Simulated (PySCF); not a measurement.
# Interval between two levels of Cu³⁺ by level of theory

Cu³⁺ [Ar] 3d8 [3F4, M_J = 4] → Cu³⁺ [Ar] 3d7 4s1 [5F5, M_J = 5], as a difference of total energies. Calculation: PySCF 2.14, in x2c-TZVPall-2c; the two-component X2C-1e Hamiltonian. Correlated levels: [Ne] frozen; the 6 highest virtual spinors dropped. "Screened" scales the spin-orbit matrix elements by Boettger's factors to mimic the two-electron term; Breit and QED terms are absent.

| method | interval between two levels (cm⁻¹) |
| --- | --- |
| GHF (spin-free) | 120640 |
| GMP2 (spin-free) | 131880 |
| GHF (screened spin-orbit) | 120460 |
| GMP2 (screened spin-orbit) | 131690 |

The labels give the starting determinants; with spin-orbit coupling the two ends relaxed to ⟨J²⟩ = 20.00, ⟨L²⟩ = 12.01, ⟨S²⟩ = 2.00 and ⟨J²⟩ = 30.00, ⟨L²⟩ = 12.03, ⟨S²⟩ = 5.99.
